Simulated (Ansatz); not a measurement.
(HGaPH)3 ring (Ga₃P₃H₆), 12 atoms. Hardware: 4 threads of Intel Xeon on a shared host.

Correlated methods freeze 42 core orbitals; core or outer-core shells of Ga are correlated, in sets that lack core-valence functions.

**Question.** How many basis functions does each of these Ansatz runs have, and roughly what does it cost? r2SCAN-D4/def2-TZVP, charge 0 singlet, energy, from earlier orbitals; CCSD(T)/def2-SVP, charge 0 singlet, energy, from earlier orbitals; r2SCAN-D4/def2-TZVP, charge 0 triplet at the geometry of the charge 0 singlet, energy, from earlier orbitals; B3LYP-D4/def2-TZVP, charge 0 singlet, energy, from earlier orbitals; PBE0-D4/def2-TZVP, charge 1 doublet at the geometry of the charge 0 singlet, energy; PBE0-D4/def2-SVP, charge -1 doublet at the geometry of the charge 0 singlet, energy; PBE0-D4/def2-SVP, charge 0 singlet, relaxation, 10 steps; r2SCANh-D4/def2-TZVP, charge 0 singlet, energy, from earlier orbitals; PBE-D4/def2-TZVP, charge 0 triplet at the geometry of the charge 0 singlet, energy, from earlier orbitals; PBE0-D4/def2-TZVPD, charge 0 singlet, energy, from earlier orbitals; PBE-D4/def2-TZVP, charge 0 singlet, energy, from earlier orbitals; PBE-D4/def2-TZVP, charge 1 doublet at the geometry of the charge 0 singlet, energy, from earlier orbitals.

**Answer.** Other jobs shared the machine, so times can vary by a factor of up to 3. A dash marks memory too small to be measured apart from the calling script's.

```json
{"run": "PBE-D4/def2-TZVP, charge 0 singlet, energy, from earlier orbitals", "functions": "291", "fitting or Cholesky vectors": "2178", "wall time": "5 s", "peak host memory (GiB)": "–"}
{"run": "PBE-D4/def2-TZVP, charge 1 doublet at the geometry of the charge 0 singlet, energy, from earlier orbitals", "functions": "291", "fitting or Cholesky vectors": "2178", "wall time": "10 s", "peak host memory (GiB)": "0.79"}
{"run": "r2SCAN-D4/def2-TZVP, charge 0 singlet, energy, from earlier orbitals", "functions": "291", "fitting or Cholesky vectors": "2178", "wall time": "11 s", "peak host memory (GiB)": "0.73"}
{"run": "PBE0-D4/def2-SVP, charge -1 doublet at the geometry of the charge 0 singlet, energy", "functions": "180", "fitting or Cholesky vectors": "1752", "wall time": "13 s", "peak host memory (GiB)": "1.1"}
{"run": "PBE-D4/def2-TZVP, charge 0 triplet at the geometry of the charge 0 singlet, energy, from earlier orbitals", "functions": "291", "fitting or Cholesky vectors": "2178", "wall time": "14 s", "peak host memory (GiB)": "0.81"}
{"run": "B3LYP-D4/def2-TZVP, charge 0 singlet, energy, from earlier orbitals", "functions": "291", "fitting or Cholesky vectors": "2319", "wall time": "14 s", "peak host memory (GiB)": "1.5"}
{"run": "r2SCANh-D4/def2-TZVP, charge 0 singlet, energy, from earlier orbitals", "functions": "291", "fitting or Cholesky vectors": "2247", "wall time": "17 s", "peak host memory (GiB)": "1.6"}
{"run": "PBE0-D4/def2-TZVPD, charge 0 singlet, energy, from earlier orbitals", "functions": "345", "fitting or Cholesky vectors": "2454", "wall time": "18 s", "peak host memory (GiB)": "2.1"}
{"run": "PBE0-D4/def2-TZVP, charge 1 doublet at the geometry of the charge 0 singlet, energy", "functions": "291", "fitting or Cholesky vectors": "1929", "wall time": "30 s", "peak host memory (GiB)": "1.7"}
{"run": "PBE0-D4/def2-SVP, charge 0 singlet, relaxation, 10 steps", "functions": "180", "fitting or Cholesky vectors": "1846", "wall time": "54 s", "peak host memory (GiB)": "–"}
{"run": "r2SCAN-D4/def2-TZVP, charge 0 triplet at the geometry of the charge 0 singlet, energy, from earlier orbitals", "functions": "291", "fitting or Cholesky vectors": "2178", "wall time": "56 s", "peak host memory (GiB)": "1.6"}
{"run": "CCSD(T)/def2-SVP, charge 0 singlet, energy, from earlier orbitals", "functions": "180", "fitting or Cholesky vectors": "1752", "wall time": "65 s", "peak host memory (GiB)": "1.8"}
```
